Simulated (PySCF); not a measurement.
**ClHfN + H₂O → HfN(OH) + HCl**

Level: PBE0 in the def2-TZVP basis family, computed in PySCF with density fitting; scalar-relativistic core potentials for atoms from Rb on, none lighter, no spin–orbit coupling; open shells unrestricted.

```csv
species,state and structure,ZPE (kJ/mol),H(298 K) − H(0) (kJ/mol),S° (J/(mol K))
ClHfN,"singlet, Cs, Hf–Cl 2.380 Å, Hf–N 1.725 Å; Cl–Hf–N 108.8°",9.0,12.5,298.1
H₂O,"singlet, C2v, O–H 0.960 Å (×2); H–O–H 105.1°",56.5,9.9,188.7
HfN(OH),"singlet, Cs, Hf–N 1.745 Å, Hf–O 1.963 Å, O–H 0.959 Å; H–O–Hf 120.3°, N–Hf–O 105.0°",41.6,12.5,288.9
HCl,"singlet, C∞v, H–Cl 1.279 Å",17.9,8.7,186.6
```

Is the gas-phase reaction uphill or downhill in electronic energy at this level, and by how much?

At PBE0/def2-TZVP, ΔE = 43.5 kJ/mol, uphill. 

Add zero-point, thermal and entropy terms for 298.15 K and 1 bar.

ΔZPE = -6.0 and Δ[H(298) − H(0)] = -1.2 kJ/mol give ΔH° = 36.3 kJ/mol. ΔS° = -11.3 J/(mol K), so ΔG° = 36.3 − 298.15 × (-0.0113) = 40 kJ/mol and log₁₀K = -6.9.

Spin–orbit coupling can matter for ClHfN, HfN(OH) and is left out. The structures come from searches over a few start shapes, so lower isomers are not excluded.
